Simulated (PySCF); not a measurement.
SMILES O[Si](C#C[Si](O)(O)C)(O)O (C3H8O5Si2), singlet, GFN2-xTB optimised geometry.

```
18

Si    -2.49    -0.57     0.00
O     -3.06    -1.32     1.32
O     -3.05     0.96     0.00
O     -3.05    -1.33    -1.32
C     -0.63    -0.57     0.00
C      0.58    -0.57     0.01
Si     2.45    -0.57    -0.02
C      3.06    -0.99    -1.76
O      3.06    -1.68     0.99
O      2.98     0.88     0.54
H     -3.02    -2.27     1.36
H     -3.06     1.45     0.82
H     -3.02    -0.89    -2.16
H      2.81    -2.01    -2.02
H      4.14    -0.89    -1.83
H      2.61    -0.34    -2.50
H      3.16    -1.48     1.92
H      2.75     1.68     0.09
```

Density from PBE0/def2-SVP in PySCF at that geometry.

Minimum of the electron density along straight lines between bonded atoms, close to the bond critical point (lines longer than 1.1 times the sum of covalent radii, or with two minima, are not listed):

| bond | length / Å | ρ at the minimum / e bohr⁻³ | ∇²ρ there / e bohr⁻⁵ | position (fraction from the first atom) |
|---|---|---|---|---|
| Si1–O2 | 1.625 | 0.132 | 1.10 | 0.41 |
| Si1–O3 | 1.626 | 0.132 | 1.09 | 0.41 |
| Si1–O4 | 1.625 | 0.132 | 1.09 | 0.41 |
| Si1–C5 | 1.860 | 0.111 | 0.39 | 0.39 |
| C5–C6 | 1.209 | 0.408 | -1.20 | 0.50 |
| C6–Si7 | 1.862 | 0.109 | 0.40 | 0.62 |
| Si7–C8 | 1.894 | 0.116 | 0.31 | 0.38 |
| Si7–O9 | 1.623 | 0.132 | 1.11 | 0.41 |
| Si7–O10 | 1.640 | 0.126 | 1.02 | 0.41 |
| O2–H11 | 0.952 | 0.357 | -2.53 | 0.82 |
| O3–H12 | 0.952 | 0.357 | -2.53 | 0.82 |
| O4–H13 | 0.952 | 0.357 | -2.53 | 0.82 |
| C8–H14 | 1.084 | 0.272 | -0.98 | 0.63 |
| C8–H15 | 1.086 | 0.271 | -0.97 | 0.63 |
| C8–H16 | 1.086 | 0.271 | -0.96 | 0.62 |
| O9–H17 | 0.953 | 0.355 | -2.47 | 0.82 |
| O10–H18 | 0.952 | 0.358 | -2.50 | 0.82 |
